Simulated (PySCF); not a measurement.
**Bond curve of SrN**

Set-up: PySCF, scalar-relativistic core potentials, basis sets Sr def2-SVP with ECP28, N def2-SVP. Energies in eV from Sr + N in their ground configurations at the same level. State: ⁴Σ⁻ (quartet), unpaired electrons σ ↑, π ↑↑.

All columns are PBE0. A positive dipole means Sr(−)N(+).

```
R (Å)  E (eV)  μ (D)  Mulliken charge on Sr (basis-dependent)  HOMO (eV)  LUMO (eV)  Mayer bond order  ⟨S²⟩
2.075  -0.642  -3.25                                     0.32      -3.80      -2.33              1.12  3.75
2.172  -1.007  -3.55                                     0.34      -3.87      -2.02              1.09  3.76
2.268  -1.204  -3.80                                     0.36      -3.93      -1.93              1.06  3.76
2.341  -1.272  -3.94                                     0.37      -3.97      -1.99              1.04  3.76
2.413  -1.288  -4.06                                     0.38      -4.01      -2.05              1.02  3.76
2.485  -1.266  -4.13                                     0.38      -4.04      -2.10              1.01  3.76
2.582  -1.198  -4.16                                     0.38      -4.08      -2.15              0.98  3.76
2.703  -1.074  -4.07                                     0.37      -4.13      -2.18              0.94  3.77
2.847  -0.906  -3.83                                     0.34      -4.16      -2.20              0.88  3.78
3.040  -0.693  -3.38                                     0.29      -4.19      -2.20              0.78  3.79
```

A fit through these points gives, at Re = 2.404 Å, μ = -4.04 D and dμ/dR = -1.35 D/Å; the reduced mass is 12.08 u.

Question: How strong is the fundamental in the double-harmonic approximation, I = 42.26·(dμ/dR)²/μred km/mol?

Answer: I = 42.26·(-1.35)²/12.08 = 6.38 km/mol at PBE0.

Spin–orbit coupling is left out. The state is the lowest determinant that a PBE0 search found; another state may lie lower at other levels.
